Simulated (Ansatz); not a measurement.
The cluster Na9⁺, relaxed as a singlet with RKS r2SCAN/def2-SVP in Ansatz, starting from the GFN1-xTB geometry. Force threshold 0.02 eV/Å.

The restricted singlet is unstable towards broken spin symmetry in Hartree–Fock (as tested in another run); at r2SCAN/def2-SVP this wasn't settled. Another isomer (singlet) lies 0.11 eV lower at PBE0/def2-TZVP; other spin states weren't run for this one.

Start:

```xyz
9

Na   -0.0339   -0.2345    0.0163
Na   -1.3280    0.3719   -0.1954
Na    1.2240   -1.7335    1.3726
Na   -0.3713    1.4321   -1.0420
Na   -1.7934    0.1389   -0.1282
Na   -0.0298   -1.2344   -0.4451
Na    2.0591   -2.0253    0.2493
Na   -1.4243    2.9348   -3.6670
Na    1.6978    0.3499    3.8394
```

Q: Estimate the energy that the relaxation releases and the steps that it takes.

A: 39805.1 kJ/mol, in 35 steps; 3.9 min on 4 threads of Arm Neoverse V2 on a shared host. The force fell under the threshold at step 32, but the optimiser went on and released 0.005 eV more. No frequencies were taken in this run, so the end may be a saddle point.

Q: Does the start keep its bonding?

A: Bonds lost: Na2–Na3, Na2–Na6, Na4–Na5, Na4–Na6 (atoms count from 1). Bonds formed: Na1–Na8, Na1–Na9, Na2–Na9, Na4–Na7, Na5–Na8, Na6–Na8 (atoms count from 1). Metal–metal contacts that move far: Na2–Na5 0.52 to 3.90 Å, Na3–Na7 1.43 to 3.98 Å, Na2–Na4 1.66 to 4.16 Å, Na3–Na6 2.26 to 4.11 Å, Na5–Na6 2.26 to 4.07 Å, Na6–Na7 2.34 to 3.86 Å.

Q: Predict the relaxed structure.

A: 
```xyz
9

Na    0.0098    0.0126   -0.0134
Na   -1.1436    2.8196    1.1045
Na   -0.2321   -2.4466    2.0778
Na    2.1205    2.0443   -1.3472
Na   -3.1333   -0.4959    0.5691
Na   -0.6472   -2.4233   -2.0067
Na    2.7764   -1.6454   -0.3982
Na   -1.5009    1.3164   -2.5679
Na    1.7502    0.8183    2.5820
```
Bond lengths (bridged metal pairs left out): 18 × Na–Na 3.22 to 3.98 Å.
